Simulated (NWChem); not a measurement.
**Ionisation of HFSi**

```xyz
3

Si    -0.4560     0.4037     0.0000
H      0.5537     1.5754     0.0000
F      0.6478    -0.8030     0.0000
```
Charge 0, spin multiplicity 1.

Program: NWChem. Structure: optimised with PBE0/def2-SVP, a minimum by its harmonic frequencies.

Basis set: def2-TZVP. −ε marks an orbital energy of the parent.

B3LYP has NWChem's definition, with VWN1-RPA local correlation. The structure started from a generated list of species.

Task: For the first vertical ionisation energy, −ε(HOMO) of HF gives 9.61 eV and −ε(HOMO) of B3LYP gives 6.85 eV. What do −ε(HOMO) of BP86, −ε(HOMO) of PBE give?

Result: −ε(HOMO) of BP86: 5.99 eV; −ε(HOMO) of PBE: 5.87 eV.
